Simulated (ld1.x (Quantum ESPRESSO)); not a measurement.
## PBE PAW dataset for vanadium (V), scalar-relativistic all-electron reference.

ld1.x (Quantum ESPRESSO) 7.5 input, shortened:

```
&input
   title='V', zed=23., rel=1, dft='PBE', iswitch=3,
   config='[Ar] 3d3 4s2 4p0 4f-2'
 /
 &inputp
   pseudotype=3, lpaw=.true., tm=.true., lloc=-1, rcloc=1.40,
   nlcc=.true., new_core_ps=.true., rcore=1.30,
   which_augfun='PSQ', rmatch_augfun_nc=.true.
 /
8
3S  1  0   2.00   0.00  1.40  1.60  0.0
4S  2  0   2.00   0.00  1.40  1.60  0.0
3P  2  1   6.00   0.00  1.40  1.85  0.0
4P  3  1   0.00   0.00  1.40  1.85  0.0
3D  3  2   3.00   0.00  1.05  1.40  0.0
3D  3  2   0.00   1.20  1.05  1.40  0.0
4F  4  3  -2.00   0.30  1.90  2.00  0.0
4F  4  3  -2.00   0.90  1.90  2.00  0.0
 &test
   configts(1)='3s2 3p6 3d3 4s2 4p0'
 /
```

Poles of the logarithmic derivatives, all-electron (AE) and pseudo (PS). s: poles at -5.1, 4.4 (AE) and -5.1, 4.5 (PS) Ry. p: poles at -3.1 (AE) and -3.1, -0.2, 1.1 (PS) Ry. d: poles at 0.1 (AE) and 0.1 (PS) Ry. f: poles at no energy (AE) and no energy (PS) Ry. Test radius 2.19 bohr.

* Largest excitation error: -428 meV (all-electron minus pseudo) for 3s2 3p6 3d4 4s0 4p0, out of 7 test configurations
* Lowest eigenvalue of the overlap operator: -537.16 (p channel); it is negative, so in a basis up to 400 Ry S is not positive definite and the file is unfit for use
* Density cutoff estimated by the generator: 440 Ry

The ghost test of this file was not conclusive. Its overlap operator is not positive definite in a basis up to 400 Ry (lowest eigenvalue p -537.16, f -1.35), so the file is unfit for use: the generalised eigenproblem breaks down once the basis is large enough, and its test numbers describe a broken file.
